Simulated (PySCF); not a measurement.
Record of a relaxation.

Species: C₇H₁₀N₂.
Numbering: `[CH3:1][N:2]([CH3:3])/[CH:4]=[CH:5]/[CH:6]=[CH:7]/[C:8]#[N:9]` (hydrogens: H10, H11, H12 on C1; H13, H14, H15 on C3; H16 on C4; H17 on C5; H18 on C6; H19 on C7)

Method: PySCF, PBE0-D3(BJ)/def2-SVP geometry optimisation, gas phase; density fitting, grid level 2; the optimiser is geomeTRIC in internal coordinates, started from a GFN2-xTB structure. The frame can shift and turn from step to step; on so coarse a grid that alone can change the energy by a few meV, and forces under 0.02 eV/Å are noise.

Step 0: E = -10381.0278 eV, largest atomic force 1.604 eV/Å
```
atom  x, y, z in Å  |  force x, y, z in eV/Å
C1     -1.948   -1.163    0.749    0.215   0.428  -0.185
N2     -1.637    0.091    0.110   -0.108  -0.043  -0.056
C3     -2.715    0.741   -0.587    0.224  -0.198   0.196
C4     -0.355    0.473   -0.081   -0.481  -0.135   0.167
C5      0.762   -0.174    0.330    0.227   0.006  -0.030
C6      2.057    0.372    0.124   -0.210  -0.231   0.102
C7      3.207   -0.227    0.506   -0.291  -0.062   0.024
C8      4.459    0.351    0.286   -0.523  -0.228   0.082
N9      5.492    0.826    0.108    1.447   0.647  -0.244
H10    -3.010   -1.188    0.986   -0.322  -0.034   0.098
H11    -1.384   -1.255    1.677    0.170  -0.099   0.324
H12    -1.710   -2.018    0.107    0.076  -0.307  -0.170
H13    -2.374    1.688   -1.001    0.101   0.315  -0.140
H14    -3.540    0.939    0.101   -0.287   0.099   0.141
H15    -3.092    0.119   -1.407   -0.154  -0.121  -0.283
H16    -0.244    1.418   -0.596    0.023   0.404  -0.244
H17     0.703   -1.131    0.827   -0.090  -0.445   0.225
H18     2.114    1.333   -0.373    0.081   0.401  -0.208
H19     3.205   -1.185    1.010   -0.098  -0.397   0.200
```

Step 1: E = -10381.0850 eV, largest atomic force 0.147 eV/Å
```
atom  x, y, z in Å  |  force x, y, z in eV/Å
C1     -1.845   -1.111    0.674   -0.056  -0.112   0.017
N2     -1.544    0.125    0.005    0.056   0.017   0.065
C3     -2.613    0.791   -0.687   -0.076   0.035  -0.069
C4     -0.258    0.504   -0.168    0.028   0.085  -0.097
C5      0.865   -0.156    0.240   -0.039  -0.089   0.072
C6      2.166    0.393    0.035    0.035   0.129  -0.061
C7      3.334   -0.189    0.412   -0.006  -0.102   0.053
C8      4.601    0.403    0.183   -0.018   0.013  -0.007
N9      5.647    0.879    0.004    0.029   0.011  -0.006
H10    -2.916   -1.145    0.919    0.029   0.004  -0.010
H11    -1.277   -1.193    1.615   -0.005   0.023  -0.028
H12    -1.603   -1.994    0.052   -0.003   0.025   0.026
H13    -2.260    1.753   -1.084   -0.002  -0.029   0.021
H14    -3.458    0.991   -0.008    0.023  -0.003  -0.003
H15    -2.996    0.194   -1.537    0.015   0.021   0.017
H16    -0.139    1.460   -0.693   -0.010  -0.042   0.027
H17     0.792   -1.127    0.739   -0.001   0.025  -0.021
H18     2.223    1.367   -0.470   -0.009  -0.044   0.023
H19     3.331   -1.159    0.922    0.012   0.033  -0.016
```

Step 2: E = -10381.0853 eV, largest atomic force 0.072 eV/Å
```
atom  x, y, z in Å  |  force x, y, z in eV/Å
C1     -1.852   -1.113    0.672    0.000  -0.019   0.006
N2     -1.540    0.123    0.006   -0.009   0.013   0.005
C3     -2.605    0.797   -0.690   -0.020   0.011  -0.019
C4     -0.252    0.497   -0.165   -0.045  -0.055   0.009
C5      0.864   -0.171    0.251    0.007   0.067  -0.021
C6      2.164    0.385    0.043    0.007  -0.066   0.029
C7      3.335   -0.193    0.419    0.000   0.044  -0.025
C8      4.591    0.417    0.173    0.045  -0.028   0.024
N9      5.627    0.908   -0.020    0.000   0.006  -0.005
H10    -2.924   -1.141    0.912    0.002   0.006  -0.005
H11    -1.289   -1.195    1.614    0.000   0.002   0.003
H12    -1.612   -1.998    0.052    0.005   0.008   0.000
H13    -2.244    1.758   -1.081    0.000   0.003   0.004
H14    -3.450    1.000   -0.012    0.004  -0.001   0.001
H15    -2.987    0.206   -1.543    0.007   0.001   0.002
H16    -0.126    1.450   -0.690   -0.004  -0.007   0.004
H17     0.789   -1.140    0.750    0.000   0.011  -0.010
H18     2.215    1.356   -0.464   -0.001  -0.009   0.005
H19     3.346   -1.160    0.931    0.001   0.013  -0.007
```

Step 3: E = -10381.0857 eV, largest atomic force 0.044 eV/Å
```
atom  x, y, z in Å  |  force x, y, z in eV/Å
C1     -1.856   -1.116    0.671    0.017   0.024  -0.001
N2     -1.545    0.121    0.006    0.008  -0.015  -0.002
C3     -2.609    0.797   -0.691    0.010  -0.007   0.011
C4     -0.256    0.496   -0.166    0.012  -0.007   0.004
C5      0.865   -0.163    0.249    0.008  -0.006   0.008
C6      2.168    0.387    0.043   -0.013  -0.013  -0.001
C7      3.341   -0.189    0.419   -0.035   0.020  -0.015
C8      4.601    0.413    0.176    0.005   0.004   0.005
N9      5.641    0.897   -0.017   -0.014  -0.007   0.002
H10    -2.927   -1.145    0.910   -0.011   0.003   0.000
H11    -1.293   -1.195    1.614    0.003  -0.007   0.015
H12    -1.613   -2.000    0.053    0.007  -0.003  -0.011
H13    -2.248    1.758   -1.078    0.002   0.015  -0.003
H14    -3.455    0.998   -0.014   -0.005  -0.002   0.003
H15    -2.989    0.208   -1.546    0.002  -0.008  -0.006
H16    -0.136    1.450   -0.691    0.005   0.023  -0.014
H17     0.791   -1.132    0.749   -0.004  -0.020   0.011
H18     2.221    1.357   -0.464    0.003   0.024  -0.012
H19     3.349   -1.156    0.932   -0.001  -0.017   0.009
```

Step 4: E = -10381.0857 eV, largest atomic force 0.039 eV/Å
```
atom  x, y, z in Å  |  force x, y, z in eV/Å
C1     -1.842   -1.114    0.672   -0.012   0.009  -0.004
N2     -1.543    0.125    0.004   -0.012   0.025  -0.004
C3     -2.614    0.792   -0.690   -0.004  -0.010   0.005
C4     -0.259    0.508   -0.171    0.013  -0.035   0.012
C5      0.862   -0.153    0.244    0.017   0.018  -0.011
C6      2.165    0.396    0.038    0.013  -0.003   0.003
C7      3.331   -0.189    0.418    0.011  -0.011   0.006
C8      4.601    0.397    0.186   -0.022   0.018  -0.010
N9      5.649    0.869    0.002    0.000  -0.003   0.002
H10    -2.913   -1.152    0.913   -0.002  -0.001  -0.002
H11    -1.276   -1.190    1.613   -0.004   0.001   0.001
H12    -1.593   -1.996    0.051    0.003  -0.002   0.000
H13    -2.261    1.757   -1.077    0.001   0.002   0.003
H14    -3.460    0.986   -0.010   -0.002  -0.002  -0.002
H15    -2.991    0.200   -1.544    0.000   0.001  -0.003
H16    -0.141    1.461   -0.698   -0.002  -0.001   0.000
H17     0.787   -1.122    0.744    0.004   0.002  -0.002
H18     2.223    1.366   -0.470    0.000   0.001   0.000
H19     3.327   -1.156    0.930   -0.001  -0.008   0.004
```

Step 5: E = -10381.0860 eV, largest atomic force under 0.02 eV/Å
```
atom  x, y, z in Å  |  force x, y, z in eV/Å
C1     -1.849   -1.115    0.671   -0.002  -0.003   0.001
N2     -1.543    0.123    0.005    0.001   0.010   0.007
C3     -2.611    0.794   -0.691   -0.001   0.001  -0.002
C4     -0.256    0.502   -0.168   -0.001  -0.004  -0.008
C5      0.864   -0.159    0.248   -0.009   0.004  -0.003
C6      2.166    0.392    0.040    0.005  -0.002   0.002
C7      3.334   -0.189    0.418    0.011  -0.007   0.004
C8      4.600    0.405    0.181   -0.006   0.006  -0.003
N9      5.644    0.883   -0.006    0.002   0.000   0.000
H10    -2.921   -1.148    0.910    0.001  -0.002  -0.002
H11    -1.286   -1.193    1.614   -0.002   0.001   0.000
H12    -1.602   -1.997    0.051    0.002  -0.001   0.002
H13    -2.254    1.758   -1.078   -0.001   0.000   0.003
H14    -3.457    0.991   -0.012    0.000  -0.002  -0.001
H15    -2.988    0.203   -1.546    0.001   0.002  -0.002
H16    -0.136    1.455   -0.694    0.000  -0.002   0.001
H17     0.791   -1.128    0.747    0.001   0.002  -0.001
H18     2.221    1.363   -0.468   -0.001  -0.003   0.002
H19     3.336   -1.156    0.931   -0.001   0.001   0.000
```

Problem. Summarise the path.

Solution. The energy falls by 5.61 kJ/mol from step 0 to step 5; nine tenths of that is first reached at step 1. It falls at every step. The largest force goes from 1.604 to under 0.02 eV/Å. Among the bonds C7–C8 changes most, from 1.396 to 1.418 Å; the atoms move by 0.032 Å rms after alignment.

Problem. Follow the three bonds and two angles with the largest change from start to end.

Solution. 
```tsv
step	E above end (kJ/mol)	largest force (eV/Å)	C7–C8 (Å)	C5–H17 (Å)	C6–H18 (Å)	C1–N2–C3 (°)	C5–C6–C7 (°)
0	5.61	1.604	1.396	1.079	1.084	116.5	124.4
1	0.09	0.147	1.417	1.094	1.098	117.8	125.4
2	0.06	0.072	1.418	1.093	1.097	117.8	125.3
3	0.02	0.044	1.418	1.092	1.096	117.8	125.7
4	0.02	0.039	1.418	1.093	1.097	117.9	125.2
5	0.00	under 0.02	1.418	1.093	1.097	117.8	125.3
```

The cost below is that of the whole optimisation. Hardware: one thread of an AMD EPYC 9R45, shared host. Cost: 42 s of wall time, 0.82 GiB resident at most.
